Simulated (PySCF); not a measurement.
AlH2, SMILES [AlH2+], charge +1. Atoms are numbered in the order given.

```xyz
3

Al     0.0000     0.0000     0.0000
H      0.0000     0.0000    -1.5479
H      0.0000     0.0000     1.5479
```
Charge +1, spin multiplicity 1.

Geometry: ωB97X-D3(BJ)/def2-TZVPD. The spin state was assumed, not searched. The isomer is the one that the SMILES or the coordinates give; other isomers of the formula were not compared.

Level of theory: B3LYP/pcSseg-2 in PySCF.

GIAO shieldings, no solvent; atoms alike by connectivity are averaged. δ = σ(ref) − σ: ¹H against TMS (σ = 31.68 ppm), references at their B3LYP-D3(BJ)/def2-TZVP geometries, non-relativistic.

Computed chemical shifts:
```csv
nucleus,atoms,count,δ (ppm)
¹H,"H2, H3",2,6.45
```
